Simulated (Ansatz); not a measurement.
Computed with Ansatz on PBE0-D4/def2-TZVP structures; ΔE is electronic, products minus reactants. CCSD(T)/CBS is the MP2 limit (def2-TZVPP, def2-QZVPP) plus CCSD(T) − MP2 in def2-TZVPP, frozen cores. Elements past krypton have def2 core potentials. For Br, In outer-core shells are correlated without core-valence functions, which leaves a few kJ/mol of doubt a bond. Scalar relativity is left out up to krypton. Each species was taken in one conformer, which may not be the lowest.

Reaction (redistribution): `BrBBr` + `[NH2][InH][Br]` → `NB(Br)Br` + `[Br][InH2]`

| species | CCSD(T)/CBS(def2) energy (Eh) |
| --- | --- |
| `BrBBr` | -5172.09209 |
| `[NH2][InH][Br]` | -2819.69701 |
| `NB(Br)Br` | -5227.46516 |
| `[Br][InH2]` | -2764.36342 |

Problem. Work out ΔE.

Solution. ΔE = (-5227.46516) + (-2764.36342) − (-5172.09209) − (-2819.69701) = -0.03948 Eh = -103.7 kJ/mol.

Largest T1 diagnostic among the species: 0.013.

From PBE to PBE0 (25 % exact exchange), in def2-TZVPP and without D4, ΔE moves by −6.0 kJ/mol. Leaving LDA and LC-ωPBE aside and taking each functional with its dispersion term where it has one, the values, not all of them listed here, spread over 15.1 kJ/mol, from B97M-V to B2PLYP. LDA lies −15.1 kJ/mol from PBE without D4.
